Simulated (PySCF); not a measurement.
# How the method changes the shape and vibrations of BClH3OSi cation

Calculated results; nothing here was measured. The program is PySCF 2.14.0, an open-source quantum chemistry code, run on an isolated molecule that a program drew, which may never have been made. The molecule is BClH3OSi cation (charge +1, singlet), drawn as the SMILES string `OB[SiH+]Cl`.

The geometry was optimised and harmonic frequencies were computed with HF and MP2, all in the cc-pV(D+d)Z basis, for the commonest isotopes, with a restricted reference for singlets and an unrestricted one otherwise, and a frozen core in MP2. Each result is a local minimum of its method.

Geometry at the HF minimum:
```xyz
7
BClH3OSi cation, angstrom
O    -0.4959    1.1579   -0.4906
B    -0.9681   -0.0635   -0.4958
Si   -0.6115   -1.3797    1.1156
Cl    0.4483   -0.8150    2.6893
H     0.0200    1.5018    0.2265
H    -1.6163   -0.5164   -1.3820
H    -1.0857   -2.7615    1.2228
```

Lengths of the bonds as drawn, in Å (atoms numbered as above):
| bond | HF | MP2 |
|---|---|---|
| O1-B2 | 1.310 | 1.330 |
| B2-Si3 | 2.111 | 2.091 |
| Si3-Cl4 | 1.980 | 1.984 |
| O1-H5 | 0.948 | 0.971 |
| B2-H6 | 1.188 | 1.197 |
| Si3-H7 | 1.465 | 1.473 |

Rotational constants, in GHz:
```
constant,HF,MP2
A,9.344,9.18
B,2.309,2.335
C,1.851,1.861
```

Harmonic frequencies in cm^-1, each column in rising order, so a row needn't be the same motion in every method:
```
rank,HF,MP2
1,73,78
2,94,84
3,391,374
4,440,409
5,483,487
6,639,631
7,685,675
8,867,827
9,889,871
10,1023,972
11,1159,1110
12,1480,?
13,2420,2350
14,2822,2753
15,4130,3815
```

**Estimate the missing MP2 frequency from the HF column.**

A single factor s that minimises the squared misfit of MP2 against s times HF over the other rows is sum(HF x MP2) / sum(HF^2) = 0.9489, with an rms misfit of 40 cm^-1. For rank 12 it gives 0.9489 x 1480 = 1404 cm^-1. The calculation gives 1414 cm^-1, 10 cm^-1 above the estimate. The drawn bonds are on average 0.8 % longer in MP2 than in HF.
